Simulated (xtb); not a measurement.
Job for xtb: GFN1-xTB on InNi, 2S+1 = 2, a spin state set in the input, which need not be the lowest, a point of a bond scan (R = 2.515 Å).

```
$ xtb mol.xyz --gfn 1 --sp --chrg 0 --uhf 1
2

Ni     0.00000000     0.00000000     0.00000000
In     0.00000000     0.00000000     2.51532800
```

Output:

```
[...]
           -------------------------------------------------
          |                Calculation Setup                |
           -------------------------------------------------



           -------------------------------------------------
          |                 G F N 1 - x T B                 |
           -------------------------------------------------

        Reference                      10.1021/acs.jctc.7b00118
      * Hamiltonian:
        H0-scaling (s, p, d)           1.850000    2.250000    2.000000
        zeta-weighting                 0.000000
      * Dispersion:
        s8                             2.400000
        a1                             0.630000
        a2                             5.000000
        s9                             0.000000
      * Repulsion:
        kExp                           1.500000
        rExp                           1.000000
      * Coulomb:
        alpha                          2.000000
        third order                    atomic
        anisotropic                    false
      * Halogen bond correction:
        rad-scale                      1.300000
        damping                        0.440000


          ...................................................
          :                      SETUP                      :
          :.................................................:
          :  # basis functions                  20          :
          :  # atomic orbitals                  18          :
          :  # shells                            6          :
          :  # electrons                        13          :
          :  # halogen bonds                     0          :
          :  max. iterations                   250          :
          :  Hamiltonian                  GFN1-xTB          :
          :  restarted?                      false          :
          :  GBSA solvation                  false          :
          :  PC potential                    false          :
          :  electronic temp.          300.0000000     K    :
          :  accuracy                    1.0000000          :
          :  -> integral cutoff          0.2500000E+02      :
          :  -> integral neglect         0.1000000E-07      :
          :  -> SCF convergence          0.1000000E-05 Eh   :
          :  -> wf. convergence          0.2000000E-04 e    :
          :  Broyden damping             0.4000000          :
          :  net charge                          0          :
          :  unpaired electrons                  1          :
          ...................................................

 iter      E             dE          RMSdq      gap      omega  full diag
   1     -5.5083885 -0.550839E+01  0.176E+01    4.04       0.0  T
   2     -5.5711041 -0.627156E-01  0.327E+00    3.33       1.0  T
   3     -5.5654431  0.566102E-02  0.539E+00    3.53       1.0  T
   4     -5.5678724 -0.242926E-02  0.304E+00    2.87       1.0  T
   5     -5.5711262 -0.325378E-02  0.202E+00    3.32       1.0  T
   6     -5.5710963  0.298789E-04  0.172E+00    3.32       1.0  T
   7     -5.5718189 -0.722587E-03  0.776E-01    3.42       1.0  T
   8     -5.5719847 -0.165825E-03  0.394E-01    3.48       1.0  T
   9     -5.5719951 -0.104437E-04  0.387E-01    3.45       1.0  T
  10     -5.5720455 -0.503523E-04  0.164E-01    3.47       1.0  T
  11     -5.5720515 -0.606011E-05  0.125E-01    3.46       1.0  T
  12     -5.5720574 -0.589964E-05  0.384E-02    3.46       1.8  T
  13     -5.5720579 -0.452051E-06  0.250E-02    3.46       2.8  T
  14     -5.5720582 -0.255051E-06  0.111E-03    3.46      63.7  T
  15     -5.5720581  0.487880E-08  0.383E-03    3.46      18.4  T
  16     -5.5720582 -0.600396E-08  0.988E-06    3.46    7158.5  T
  17     -5.5720582 -0.319744E-13  0.126E-05    3.46    5622.2  T

   *** convergence criteria satisfied after 17 iterations ***

         #    Occupation            Energy/Eh            Energy/eV
      -------------------------------------------------------------
         1        2.0000           -0.6458196             -17.5736
         2        1.9081           -0.3139173              -8.5421
         3        1.8948           -0.3137755              -8.5383
         4        1.8948           -0.3137755              -8.5383
         5        1.8136           -0.3131414              -8.5210
         6        1.8136           -0.3131414              -8.5210
         7        1.6750           -0.3124359              -8.5018 (HOMO)
         8                         -0.1851709              -5.0388 (LUMO)
         9                         -0.1851709              -5.0388
        10                         -0.1617259              -4.4008
        11                         -0.1410213              -3.8374
        12                         -0.1410213              -3.8374
       ...                                ...                  ...
        18                          1.8399611              50.0679
      -------------------------------------------------------------
                  HL-Gap            0.1272650 Eh            3.4631 eV
             Fermi-level           -0.2802724 Eh           -7.6266 eV

 SCC (total)                   0 d,  0 h,  0 min,  0.004 sec
 SCC setup                      ...        0 min,  0.000 sec (  2.543%)
 Dispersion                     ...        0 min,  0.000 sec (  0.890%)
 classical contributions        ...        0 min,  0.000 sec (  0.426%)
 integral evaluation            ...        0 min,  0.001 sec ( 28.647%)
 iterations                     ...        0 min,  0.002 sec ( 46.212%)
 molecular gradient             ...        0 min,  0.001 sec ( 18.650%)
 printout                       ...        0 min,  0.000 sec (  2.276%)

         :::::::::::::::::::::::::::::::::::::::::::::::::::::
         ::                     SUMMARY                     ::
         :::::::::::::::::::::::::::::::::::::::::::::::::::::
         :: total energy              -5.570263185017 Eh    ::
         :: gradient norm              0.004417185525 Eh/a0 ::
         :: HOMO-LUMO gap              3.463057305781 eV    ::
         ::.................................................::
         :: SCC energy                -5.572058155296 Eh    ::
         :: -> electrostatic           0.016648365206 Eh    ::
         :: repulsion energy           0.002293511679 Eh    ::
         :: dispersion energy         -0.000498541400 Eh    ::
         :: halogen bond corr.         0.000000000000 Eh    ::
         :: add. restraining           0.000000000000 Eh    ::
         :: total charge               0.000000000320 e     ::
         :::::::::::::::::::::::::::::::::::::::::::::::::::::

           -------------------------------------------------
          |                Property Printout                |
           -------------------------------------------------

    * Orbital Energies and Occupations

         #    Occupation            Energy/Eh            Energy/eV
      -------------------------------------------------------------
         1        2.0000           -0.6458196             -17.5736
         2        1.9081           -0.3139173              -8.5421
         3        1.8948           -0.3137755              -8.5383
         4        1.8948           -0.3137755              -8.5383
         5        1.8136           -0.3131414              -8.5210
         6        1.8136           -0.3131414              -8.5210
         7        1.6750           -0.3124359              -8.5018 (HOMO)
         8                         -0.1851709              -5.0388 (LUMO)
         9                         -0.1851709              -5.0388
        10                         -0.1617259              -4.4008
        11                         -0.1410213              -3.8374
Note: The following floating-point exceptions are signalling: IEEE_DENORMAL
normal termination of xtb
        12                         -0.1410213              -3.8374
        13                         -0.1369276              -3.7260
        14                         -0.1369276              -3.7260
        15                          0.1278468               3.4789
        16                          0.1775168               4.8305
        17                          0.1775168               4.8305
        18                          1.8399611              50.0679
      -------------------------------------------------------------
                  HL-Gap            0.1272650 Eh            3.4631 eV
             Fermi-level           -0.2802724 Eh           -7.6266 eV

  Mulliken/CM5 charges         n(s)   n(p)   n(d)
     1Ni   -0.31368 -0.27025   1.104  0.143  9.066
     2In    0.31368  0.27025   1.823  0.633  0.231

Wiberg/Mayer (AO) data.
largest (>0.10) Wiberg bond orders for each atom

 ---------------------------------------------------------------------------
     #   Z sym  total        # sym  WBO       # sym  WBO       # sym  WBO
 ---------------------------------------------------------------------------
     1  28 Ni   1.212 --     2 In   1.212
     2  49 In   1.212 --     1 Ni   1.212
 ---------------------------------------------------------------------------

Topologies differ in total number of bonds
Writing topology from bond orders to xtbtopo.mol

 dipole moment from electron density (au)
     X       Y       Z
  -0.0000  -0.0000   2.8821  total (Debye):    7.326


           -------------------------------------------------
          | TOTAL ENERGY               -5.570263185017 Eh   |
          | GRADIENT NORM               0.004417185525 Eh/α |
          | HOMO-LUMO GAP               3.463057305781 eV   |
           -------------------------------------------------

------------------------------------------------------------------------
------------------------------------------------------------------------
 total:
 SCF:
```

The run finished.

Cost: very roughly 0.03 core-seconds.
